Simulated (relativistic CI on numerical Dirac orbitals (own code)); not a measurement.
## d1 to d9 in one octahedral field

Computed with a parametric ligand-field model without spin-orbit coupling, by exact diagonalisation: B = 630, C = 2860, 10Dq = 13800 cm⁻¹ (Oh; |10Dq|/B = 21.9) for every shell. Energies in cm⁻¹; the field energy is (0.6 n_e − 0.4 n_t2) × 10Dq of the ground term; g labels are left out.

```
Shell  Ground term  Electrons in e  Field energy  First spin-allowed bands  Lowest term of other spin
   d1          2T2           0.000         -5520                  2E 13800                           
   d2          3T1           0.034        -10572      3T2 12618, 3T1 20886                   1T2 9856
   d3          4A2           0.000        -16560      4T2 13800, 4T1 19874                   2E 13169
   d4           5E           1.000         -8280                 5T2 13800                   3T1 3057
   d5          6A1           2.000             0                      none                   2T2 8110
   d6          1A1           0.068        -32180      1T1 12153, 1T2 19465                   5T2 3470
   d7            ?               ?             ?                         ?                          ?
   d8          3A2           2.000        -16560      3T2 13800, 3T1 19874                   1E 10592
   d9           2E           3.000         -8280                 2T2 13800
```

Problem. Fill in the row of d7.

Solution. Ground term: 2E; Electrons in e: 1.053; Field energy: -24111; First spin-allowed bands: 2T1 12018, 2T2 12575; Lowest term of other spin: 4T1 342. Low spin: d6, d7; the other shells keep the spin of the free ion. Only d4 to d7 can choose; the field needed to pair spins is smallest for d6 and largest for d5, which loses most exchange energy. In the strong-field picture 10Dq must exceed about 6B + 5C = 18080 (d4), 7.5B + 5C = 19025 (d5), 2.5B + 4C = 13015 (d6) and 4B + 4C = 13960 (d7); mixing of terms shifts these bounds somewhat.
